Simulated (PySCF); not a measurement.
C6H5F2O2 (doublet state).
Numbering: `[CH:1]#[C:2][C@@H:3]1[CH2:4][O:5][C:6]([F:7])[O:8][C@@H:9]1[F:10]` (hydrogens: H11 on C1; H12 on C3; H13, H14 on C4; H15 on C9)

Structure used (GFN2-xTB), in Å, numbered top down from 1:
```xyz
15
C6H5F2O2 angstrom
C      2.8965   -0.7329   -0.2347
C      1.7775   -0.3165   -0.1699
C      0.4115    0.1625   -0.0958
C     -0.2048   -0.1065    1.2784
O     -1.5906    0.2872    1.2969
C     -2.2149    0.4675    0.1393
F     -2.5454    1.7881   -0.0727
O     -1.8094   -0.1029   -1.0185
C     -0.4901   -0.5544   -1.1094
F     -0.4722   -1.9040   -0.8540
H      3.8828   -1.0860   -0.2891
H      0.3793    1.2368   -0.3194
H      0.2866    0.4691    2.0664
H     -0.1425   -1.1752    1.5134
H     -0.1686   -0.4363   -2.1529
```

The hyperfine couplings belong to this conformer and change with its torsions.

Method: PySCF 2.14.0, UKS B3LYP, pcH-1 on C F H O, non-relativistic, mean-field spin-orbit, GIAO. One conformer (not necessarily the lowest) at the GFN2-xTB geometry, without solvent, vibrations or thermal averaging. A GFN2-xTB geometry isn't a minimum of the functional, and hyperfine couplings can be far from their values at a DFT geometry. No stability test was run, so a lower SCF solution isn't excluded.

Q: Match the computed a_iso(13C) values +586.5, +32.9, +16.8, +8.8 MHz with the sites C2; C4; C6; C9.

A: 
```tsv
site	a_iso (MHz)	ρ(0) (bohr⁻³)	position	distance from C6 (Å)	spin population	largest |T| (MHz)
C2	+8.8	+0.0078	4 bonds from C6	4.08	0.00	0.9
C4	+32.9	+0.0292	2 bonds from C6	2.38	+0.04	10.0
C6	+586.5	+0.5217	largest spin population	0.00	+0.80	144.5
C9	+16.8	+0.0149	2 bonds from C6	2.36	+0.03	9.6
```

Q: The isotropic 17O couplings are -115.8, -100.4 MHz. Assign them to O5; O8.

A: 
```csv
site,a_iso (MHz),ρ(0) (bohr⁻³),position,distance from C6 (Å),spin population,largest |T| (MHz)
O5,-115.8,+0.1910,1 bond from C6,1.33,+0.03,26.2
O8,-100.4,+0.1656,1 bond from C6,1.35,+0.02,21.4
```

Q: The isotropic 19F couplings are +459.6, +11.7 MHz. Assign them to F7; F10.

A: 
| site | a_iso (MHz) | ρ(0) (bohr⁻³) | position | distance from C6 (Å) | bound to | spin population there | largest \|T\| (MHz) |
| --- | --- | --- | --- | --- | --- | --- | --- |
| F7 | +459.6 | +0.1092 | 1 bond from C6 | 1.38 | C6 | +0.80 | 445.8 |
| F10 | +11.7 | +0.0028 | 3 bonds from C6 | 3.11 | C9 | +0.03 | 8.8 |

ρ(0) is the spin density at the nucleus and T the dipolar tensor. Largest spin populations (Mulliken): C6 (+0.80) and F7 (+0.07). C6 is the only atom above +0.15. The angles at C6 add up to 345.5°, so it is pyramidal.
